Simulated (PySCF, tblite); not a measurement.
Species: C4H6BF4P.
SMILES: `C1C(F)=CC[P@@H+]1[B-](F)(F)F`

Jobs on this species (16 atoms, 86 electrons) with PySCF (density fitting) and tblite. Hardware of each: one thread, AMD EPYC 9R14 (x86_64), no GPU (shared host). The host was shared with other jobs, so the times are rough.

Task: Rank these jobs by wall time, shortest first.
A. PBE0/pcSseg-1; shieldings, ring-centre shieldings, charges and field gradients; 207 basis functions
B. GFN2-xTB; Hessian by finite differences
C. HF/pcSseg-1; shieldings, ring-centre shieldings; 207 basis functions
D. PBE0/def2-SVPD; 10 singlets by full TDDFT, 4 Tamm–Dancoff triplets, polarisability, dynamic polarisability, ΔSCF ions; 264 basis functions
E. PBE0-D3(BJ)/def2-SVP, grid level 1; geometry optimisation from a GFN2-xTB start shaken at random; 174 basis functions

Result: B (0.51 s), C (14 s), A (27 s), E (94 s), D (2.8 min).

All jobs:

```json
{"level and settings": "GFN2-xTB", "work": "Hessian by finite differences", "basis functions": "–", "SCF cycles": "–", "wall time": "0.51 s"}
{"level and settings": "HF/pcSseg-1", "work": "shieldings, ring-centre shieldings", "basis functions": "207", "SCF cycles": "11", "wall time": "14 s"}
{"level and settings": "PBE0/pcSseg-1, IEF-PCM water", "work": "shieldings, ring-centre shieldings", "basis functions": "207", "SCF cycles": "14", "wall time": "25 s"}
{"level and settings": "PBE0/pcSseg-1", "work": "shieldings, ring-centre shieldings, charges and field gradients", "basis functions": "207", "SCF cycles": "14", "wall time": "27 s"}
{"level and settings": "PBE0/pcSseg-1, IEF-PCM tetrahydrofuran", "work": "shieldings, ring-centre shieldings, charges and field gradients", "basis functions": "207", "SCF cycles": "14", "wall time": "28 s"}
{"level and settings": "PBE0/def2-SVPD, IEF-PCM tetrahydrofuran", "work": "6 singlets by full TDDFT, polarisability", "basis functions": "264", "SCF cycles": "14", "wall time": "40 s"}
{"level and settings": "PBE0-D3(BJ)/def2-SVP, grid level 1", "work": "geometry optimisation from a GFN2-xTB start shaken at random", "basis functions": "174", "SCF cycles": "57", "wall time": "94 s"}
{"level and settings": "PBE0/def2-SVPD", "work": "10 singlets by full TDDFT, 4 Tamm–Dancoff triplets, polarisability, dynamic polarisability, ΔSCF ions", "basis functions": "264", "SCF cycles": "14", "wall time": "2.8 min"}
```

Task: What do all jobs in the table cost together?

Result: About 6.6 min; the longest takes about 42 % of that, and about 330 times as long as the shortest.
